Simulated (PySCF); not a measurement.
**Levels of Ta(62+) from EOM-EA-GCCSD**

Reference: closed-shell Ta(63+), [Ne]; one electron is added. Calculated with PySCF 2.14, two-component X2C-1e with screened spin-orbit coupling, an uncontracted even-tempered set (17 s from 11 bohr⁻², ratio 2.6; 14 p from 15 bohr⁻², ratio 2.6; 6 d from 15 bohr⁻², ratio 2.8; 3 f from 320 bohr⁻², ratio 2.8); frozen 1s2; the 52 highest virtual spinors dropped; of the others 52 kept and the rest restored at second order. No Breit or QED terms. Binding energies in eV.

```tsv
level	Koopmans
3s1/2	6905.3
3p1/2	6749.5
3p3/2	6395.8
3d3/2	6209.0
3d5/2	6129.0
```

Problem. How does correlation move these levels?

Solution. 3s1/2: second order 6906.2, EOM-CCSD 6906.2; 3p1/2: second order 6750.6, EOM-CCSD 6750.6; 3p3/2: second order 6396.7, EOM-CCSD 6396.7; 3d3/2: second order 6209.8, EOM-CCSD 6209.8; 3d5/2: second order 6129.6, EOM-CCSD 6129.6.

For comparison, the ionisation energy of Ta(62+) is 6900 ± 15 eV (theoretical estimate listed by NIST; NIST Atomic Spectra Database, ionization energies).

Only part of the computed levels is shown.
